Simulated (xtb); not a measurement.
Species: CH₄S₃, SMILES `SC(S)S` (charge 0, multiplicity 1).

Give a relaxed geometry from GFN2-xTB in xtb.

This is not unique; one that fits is the end point of this relaxation, one of several conformers (outside a Z-matrix the atoms follow the SMILES, hydrogens last).
Z-matrix (Å, degrees):
```
C
H 1 1.0895
S 1 1.8152 2 105.93
H 3 1.3337 1 95.94 2 171.83
S 1 1.8284 2 105.47 3 -121.30
H 5 1.3323 1 96.00 2 -179.74
S 1 1.8366 2 109.21 3 117.48
H 7 1.3311 1 95.68 2 59.83
```
